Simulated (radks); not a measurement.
The gold ion Au3+, configuration [Xe] 4f14 5d8. Method: scalar-relativistic Kohn-Sham, r2SCAN, spin-unpolarised, spherical densities, finite nucleus; meta-GGA in the generalised Kohn-Sham scheme; Fermi nuclear charge, rms radius 5.4371 fm; computed with a radial shooting solver on a logarithmic mesh with Libxc functionals.

Local quantities along the radius. ELF = 1/(1 + alpha^2) is the electron localisation function; alpha = (tau - tau_W)/tau_unif compares the Pauli kinetic energy density with that of the uniform gas; r v_xc is r times the local exchange-correlation potential (hartree bohr, multiplicative part alone); 4 pi r^2 rho is in e/bohr; -r V(r) is the screened charge that the Kohn-Sham potential presents (atomic units). tau is taken from the large components.

r (bohr)     ELF    alpha    r v_xc  4 pi r^2 rho  -r V(r)
0.0007317  1.000  0.02154   -0.1304         6.491    78.69
0.0009681  0.999  0.02266   -0.1488         9.892    78.57
0.001281   0.999  0.02445   -0.1732         14.88    78.41
0.001708   0.999  0.02734   -0.2056         22.27    78.19
0.002261   0.999  0.03173   -0.2450         32.22    77.92
0.003015   0.998  0.03898   -0.2941         45.73    77.53
0.003989   0.997  0.05076   -0.3503         61.86    77.05
0.005278   0.995  0.07154   -0.4142         79.62    76.42
0.00704    0.987   0.1128   -0.4869         96.56    75.58
0.009315   0.963   0.1973   -0.5644         107.4    74.55
0.01242    0.865   0.3948   -0.6395         109.0    73.20
0.01644    0.606   0.8070   -0.6055         102.4    71.45
0.02175    0.358    1.339   -0.5974         97.06    69.32
0.02901    0.386    1.262   -0.7054         106.6    66.74
0.03838    0.622   0.7790   -0.9339         131.2    63.78
0.05119    0.743   0.5888    -1.067         148.3    60.03
0.06774    0.592   0.8300    -1.075         134.7    55.72
0.08962    0.350    1.363    -1.004         115.3    50.74
0.1195     0.527   0.9467    -1.315         128.2    45.35
0.1582     0.718   0.6261    -1.514         134.9    39.60
0.2109     0.456    1.091    -1.284         94.45    33.17
0.2791     0.321    1.455    -1.260         75.53    27.01
0.3693     0.679   0.6881    -1.757         89.72    21.38
0.4926     0.650   0.7331    -1.675         68.14    15.94
0.6517     0.346    1.376    -1.324         34.45    11.67
0.8692     0.461    1.081    -1.397         22.52    8.614
1.15       0.664   0.7109    -1.414         16.42    6.403
1.522      0.524   0.9525    -1.213         8.347    4.923
2.03       0.232    1.820   -0.8067         2.740    3.977
2.685      0.051    4.311   -0.4975        0.5813    3.523
3.582      0.004    16.15   -0.2680       0.05866    3.270
4.739      0.000    112.0  -0.09012      0.002394    3.090

On this mesh the ELF has minima near r = 0.025, 0.090, 0.24, 0.75 bohr, which separate the shells, and maxima near 0.051 (0.74), 0.16 (0.72), 0.43 (0.72), 1.2 (0.66).

Self-consistent cycle (total energy in hartree, residual of the potential): 1: -18974.55961, 2e+01; 2: -19000.34256, 9e+00; 3: -19007.04699, 1e+00; 4: -19007.22699, 1e+00; 5: -19007.40068, 6e-02; 6: -19007.41365, 3e-02; 7: -19007.41382, 2e-02; 8: -19007.41392, 7e-04; 9: -19007.41392, 2e-05; 10: -19007.41392, 3e-06.
